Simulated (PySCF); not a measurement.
## Vibration and rotation of SrC⁺

UHF-CCSD(T) constants of SrC⁺, ⁴Σ⁻ (quartet), unpaired electrons σ ↑, π ↑↑ (basis Sr def2-SVPD with ECP28, C def2-SVPD; scalar-relativistic core potentials; PySCF 2.14; masses 87.9056 and 12.0000 u):

```
ωe              : 508.6 cm⁻¹
ωexe            : 2.05 cm⁻¹
Be              : 0.28481 cm⁻¹
αe              : 0.00155 cm⁻¹
D (centrifugal) : 3.57e-07 cm⁻¹
De to Sr⁺ + C   : 2.15 eV
```

**Question.** Give the vibrational terms G(v) and spacings up to v = 6.

**Answer.** G(v) = ωe(v+½) − ωexe(v+½)².

```csv
v,G(v) (cm⁻¹),G(v) − G(v−1),Bv (cm⁻¹)
0,253.8,,0.2840
1,758.3,504.5,0.2825
2,1258.7,500.4,0.2809
3,1755.0,496.3,0.2794
4,2247.2,492.2,0.2778
5,2735.3,488.1,0.2763
6,3219.3,484.0,0.2747
```

**Question.** How well does the Morse estimate ωe²/(4ωexe) reproduce De, and what is D0?

**Answer.** It gives 3.91 eV, 182 % of the computed De. D0 = De − G(0) = 2.15 − 0.03 = 2.12 eV.

Correlated steps freeze 1 core orbital. Correlated levels converge slowly with the basis: in double zeta they bind strong bonds too weakly, by up to about 1 eV, and carry superposition errors of some tenths. Spin–orbit coupling is left out. For an ion De counts to the pair picked by the measured ionisation energies or electron affinities, which need not be the lowest pair at this level. The state was picked by a PBE0 search and need not be the measured ground state.
